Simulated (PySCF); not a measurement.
C2H6AlFO, SMILES [AlH]([O]CC)[F].

Geometry optimised at B3LYP-D3(BJ)/def2-SVP. The structure was generated by enumeration; whether it is a known compound was not checked. Other conformers were not sampled.

Two levels are set side by side: PBE/def2-TZVP (PySCF) and HF/def2-TZVP (PySCF). Same geometry, gas phase. Differences are taken from unrounded values.

| quantity | HF |
|---|---|
| orbital gap (eV) | 14.12 |
| highest occupied level (eV) | -12.07 |
| lowest empty level (eV) | 2.06 |
| dipole moment (D) | 2.69 |
| mean polarisability (bohr³) | 46.2 |

Problem. What does PBE give, and how far is it from HF? (The exact figures need the calculation; the answer reports its results.)

Solution. 
```tsv
quantity	PBE	PBE minus HF
orbital gap (eV)	5.57	-8.55
highest occupied level (eV)	-6.81	5.26
lowest empty level (eV)	-1.23	-3.29
dipole moment (D)	2.47	-0.23
mean polarisability (bohr³)	54.8	8.6
```

PBE's occupied levels lie high since its potential decays too fast outside the molecule; exact exchange lowers them and widens the gap. PBE's more diffuse valence density responds more strongly to a field. Differences between two approximate levels are no errors against the true value.

Rough cost on one machine, each run with all the roots and properties that it gave: HF against PBE about 1/3.
